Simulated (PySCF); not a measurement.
**Relaxation of singlet ZrCl4**

These are results of PySCF, B3LYP, basis Zr def2-TZVP with ECP28, Cl def2-TZVP (scalar-relativistic core potentials, no spin–orbit coupling, density fitting), not measurements. A (50,194) grid was used.

A hand-made tetrahedral start, of Td symmetry, held to at least that symmetry:

```xyz
5
charge 0 multiplicity 1, angstrom
Zr    0.0000    0.0000    0.0000
Cl   -1.4607   -1.4607    1.4607
Cl    1.4607   -1.4607   -1.4607
Cl   -1.4607    1.4607   -1.4607
Cl    1.4607    1.4607    1.4607
```

(1) What forces act on the atoms at the start (eV/Å)?

(2) What does it relax to?

(3) How much energy is released, and in how many steps?

Answers

(1) 
```tsv
atom	Fx	Fy	Fz
Zr1	0.00	0.00	0.00
Cl2	1.38	1.38	-1.38
Cl3	-1.38	1.38	1.38
Cl4	1.38	-1.38	1.38
Cl5	-1.38	-1.38	-1.38
```

(2) It ends at Td with Zr–Cl 2.336 Å (×4); Cl–Zr–Cl 109.5° (×6). A frequency run shows a minimum. Other isomers or separated fragments may lie lower.

(3) 101.2 kJ/mol in 4 steps.

The relaxation took 25 s on 4 threads of a shared Arm Neoverse V1 host, with 188 basis functions and 5 gradients; the process peaked at 1.2 GiB.
